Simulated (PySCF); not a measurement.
## Neon: a sound run and one with changed settings

Sound run: Ne⁺ [He] 2s2 2p5, Ne²⁺ [He] 2s2 2p4. Calculation: PySCF 2.14, in cc-pVTZ-DK (4s3p2d1f, 30 functions); the spin-free X2C one-electron Hamiltonian (Gaussian nucleus). In the sound run the correlated levels freeze 1s2. The sound run starts from symmetry-adapted Hartree-Fock orbitals and uses a fine grid where one is needed.

Changed run: all electrons correlated in a basis built for the valence shell.

```
species   method  sound run (hartree)  changed run (hartree)  converged
    Ne⁺      MP2           -128.14355             -128.15608        yes
    Ne⁺  CCSD(T)           -128.15755             -128.16986        yes
   Ne²⁺      MP2           -126.64707             -126.65904        yes
   Ne²⁺  CCSD(T)           -126.66275             -126.67455        yes
```

Ionisation energy of Ne⁺:

| method | sound run (eV) | changed run (eV) |
| --- | --- | --- |
| UHF | 39.263 | 39.263 |
| MP2 | 40.721 | 40.737 |
| SCS-MP2 | 40.709 | 40.717 |
| CCSD | 40.647 | 40.661 |
| CCSD(T) | 40.676 | 40.689 |

A valence basis has no tight correlating functions, so it recovers only part of the core correlation, and not evenly between atom and ion.

For comparison, NIST gives 40.963 eV between the lowest levels.
